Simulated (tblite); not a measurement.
C5H8F3OP.
SMILES with atom numbers: `[F:1][C:2]([F:3])([F:4])[P:5]1[CH2:6][CH2:7][O:8][CH2:9][CH2:10]1` (hydrogens: H11, H12 on C6; H13, H14 on C7; H15, H16 on C9; H17, H18 on C10)

Structure used (GFN2-xTB), in Å, numbered top down from 1:
```xyz
18
C5H8F3OP angstrom
F      2.866   -1.611   -0.768
C      2.383   -0.440   -0.329
F      2.397   -0.502    1.013
F      3.264    0.509   -0.676
P      0.687   -0.087   -1.095
C     -0.278   -1.337   -0.115
C     -1.738   -0.869   -0.081
O     -1.914    0.332    0.627
C     -1.298    1.441    0.020
C      0.231    1.342    0.002
H     -0.215   -2.314   -0.600
H      0.107   -1.411    0.906
H     -2.355   -1.604    0.442
H     -2.115   -0.760   -1.111
H     -1.611    2.303    0.614
H     -1.673    1.565   -1.009
H      0.656    2.265   -0.398
H      0.600    1.183    1.020
```

Computed with GFN2-xTB (tblite): harmonic, unscaled wavenumbers at the GFN2-xTB geometry, gas phase. Errors from tens to a few hundred cm⁻¹ against measured bands are possible. One conformer, not necessarily the lowest.

Harmonic wavenumbers (cm⁻¹): 36.9, 96.7, 112.8, 205.0, 218.9, 241.1, 269.1, 313.5, 379.9, 397.0, 432.9, 471.4, 472.9, 550.1, 667.3, 697.4, 709.4, 791.7, 858.5, 936.7, 964.3, 974.5, 1019.6, 1033.0, 1046.9, 1053.5, 1083.1, 1086.0, 1137.9, 1142.1, 1181.5, 1230.2, 1255.1, 1287.8, 1328.5, 1340.6, 1407.2, 1416.4, 1456.8, 1460.7, 2846.4, 2847.3, 2949.1, 2952.8, 2972.8, 2973.1, 2975.4, 2977.8.

A = 2273, B = 755.9, C = 681.8 MHz; mass 172.026 u (most abundant isotopes); point group Cs, symmetry number 1.

**Question.** What is the zero-point energy?

**Answer.** ½Σν̃ = 28130 cm⁻¹ = 80.43 kcal/mol.

**Question.** What is S at 500 K and 1 bar for an ideal gas of classical rigid rotors and harmonic oscillators?

**Answer.** Translation 43.93, rotation 31.54, vibration 49.39: S = 124.9 cal/(mol K).

**Question.** And Cp and H(500 K) − H(0)?

**Answer.** Cp = 58.32 cal/(mol K), of which vibrations give 50.37 (their classical limit is 48 R = 95.4); H(500 K) − H(0) = 16.96 kcal/mol without the zero-point energy, 12.98 from vibrations.

**Question.** Which modes carry the vibrational entropy at 500 K?

**Answer.** 36.9 cm⁻¹: 6.44; 96.7 cm⁻¹: 4.54; 112.8 cm⁻¹: 4.23; 205.0 cm⁻¹: 3.06; 218.9 cm⁻¹: 2.94; 241.1 cm⁻¹: 2.75 cal/(mol K); the other 42 give 25.42 together.

**Question.** Blend soft modes into free rotors: weight 1/[1 + (100 cm⁻¹/ν̃)⁴] for the oscillator and the rest for a rotor with moment μB/(μ + B), μ = h/(8π²ν), B = 10⁻⁴⁴ kg m². What vibrational entropy results?

**Answer.** 46.31 cal/(mol K) in place of 49.39, which changes −T·S at 500 K by +1.54 kcal/mol.

**Question.** What must be added to the electronic energy to get the Gibbs energy at 500 K and 1 bar?

**Answer.** ZPE + [H(500 K) − H(0)] − T·S = 80.43 + 16.96 − 62.43 = 34.96 kcal/mol.

Hindered rotation and anharmonicity are outside this model. Other conformers, if any are populated, would add a mixing term that is left out.
